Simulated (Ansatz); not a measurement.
Harmonic frequencies (cm⁻¹) at PBE0-D4/def2-TZVP from Ansatz: 92, 93, 95, 206, 206, 251, 252, 257, 299, 474, 627, 627, 632, 666, 666, 702, 865, 865, 1211, 1652, 1652, 3491, 3615, 3615, 3971, 3972, 3973.

Each molecule was computed in one conformer, which needn't be the lowest.

(1) Which molecule is it?
A. `[NH3+][Al-]([OH])([OH])[OH]`
B. `[SiH3][OH+][GaH3-]`
C. `[OH][Al-]([OH])([OH])[SH2+]`
D. `[OH][Al-]([OH])([OH])[SeH2+]`

Results:

(1) A.
